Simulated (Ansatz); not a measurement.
Compare A (`O[SiH2]BO[SiH3]`) with its isomer B (`[SiH3]OBO[SiH3]`).

Isolated molecules relaxed with PBE0-D4/def2-TZVP in Ansatz; ΔE leaves out vibrations. CCSD(T)/CBS adds triple-zeta CCSD(T) − MP2 to the extrapolated MP2 energy (def2 sets, frozen cores). Functionals use def2-TZVPP. B3LYP here is the variant with VWN-RPA as its local correlation; programs differ in this. One conformer a species, not always the lowest.

Q: Which is lower in electronic energy at CCSD(T)/CBS, and by how much? (Estimate.)

A: Computed: B, by 42.1 kcal/mol.

Q: Give E(B) − E(A) in kcal/mol with B3LYP-D4, MP2/def2-TZVPP, PBE0-D4, PBE-D4, CCSD(T)/def2-TZVPP, B2PLYP, CCSD/def2-TZVPP. (An estimate is asked.)

A: The calculation gave: B3LYP-D4 -42.7, MP2/def2-TZVPP -43.8, PBE0-D4 -40.3, PBE-D4 -38.6, CCSD(T)/def2-TZVPP -42.6, B2PLYP -43.1, CCSD/def2-TZVPP -43.0. None reverses the order clearly.

Largest T1 diagnostic: 0.013.

In def2-TZVPP, CCSD(T) changes the Hartree–Fock value by +4.3 kcal/mol (the triples alone add +0.4 kcal/mol) and MP2 by +3.1 kcal/mol. From PBE to PBE0 (25 % exact exchange), in def2-TZVPP and without D4, E(B) − E(A) moves by −1.7 kcal/mol.
